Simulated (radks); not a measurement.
Problem. Coherent X-ray form factor from a spherical all-electron density. Method: Dirac Kohn-Sham, LDA (Slater exchange, Perdew-Zunger correlation), spin-unpolarised, spherical densities, finite nucleus; Fermi nuclear charge, rms radius of each element as measured or else 0.836 A^(1/3) + 0.57 fm; computed with a radial shooting solver on a logarithmic mesh with Libxc functionals.

sin(theta)/lambda (1/angstrom)  f0 (electrons)
0.05                                    62.296
0.1                                     60.321
0.15                                    57.426
0.2                                     54.034
0.25                                    50.515
0.3                                     47.124
0.4                                     41.148
0.5                                     36.272
0.6                                     32.224
0.8                                     25.856
1                                       21.365
1.25                                    17.780
1.5                                     15.458
2                                       11.873

The species is in the configuration that NIST lists as its ground one. Which atom or ion scatters so?

Solution. The terbium ion Tb2+, [Xe] 4f9. Extrapolating in s^2 from the first two rows gives f0(0) = 63.0, near the electron count 63; among species with that count, the fall with angle is slower the higher Z, and the table is that of Z = 65; from so few rows the species is fixed only to a neighbour or two.
